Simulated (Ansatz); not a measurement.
CH₄ClFGeOS, SMILES `C[O][Ge]([F])([SH])[Cl]`. The species carries charge 0 and has multiplicity 1. Geometry: relaxed with PBE0-D4/def2-TZVP. It is one conformer, not always the lowest.

```xyz
10

C    -0.825    1.412   -0.345
O     0.099    0.655    0.423
Ge    0.293   -1.053    0.117
F     0.616   -1.214   -1.572
S     1.905   -1.835    1.353
Cl   -1.503   -2.147    0.429
H    -0.749    2.446   -0.008
H    -1.852    1.066   -0.188
H    -0.592    1.367   -1.413
H     2.607   -0.697    1.204
```

Task: What is the dipole moment at ωB97M-V/def2-TZVPP? (An estimate is asked.)

Result: Ansatz gave: 1.66 D, with components (0.26, 1.53, 0.58) D in this frame, pointing from negative to positive charge.

Task: And with PBE, r2SCAN, B3LYP? (An estimate is asked.)

Result: Computed: PBE 1.69 D, r2SCAN 1.75 D, B3LYP 1.69 D.

Task: Give the Mulliken charges with ωB97M-V, PBE, B3LYP in def2-TZVPP. (Estimate.)

Result: Ansatz gave: 
```tsv
atom	ωB97M-V	PBE	B3LYP
C1	-0.19	-0.15	-0.14
O2	-0.39	-0.33	-0.40
Ge3	0.87	0.83	0.94
F4	-0.35	-0.32	-0.36
S5	-0.22	-0.25	-0.24
Cl6	-0.24	-0.26	-0.27
H7	0.13	0.11	0.11
H8	0.12	0.10	0.11
H9	0.13	0.12	0.12
H10	0.14	0.14	0.13
```

B3LYP here is the variant with VWN-RPA as its local correlation; programs differ in this.
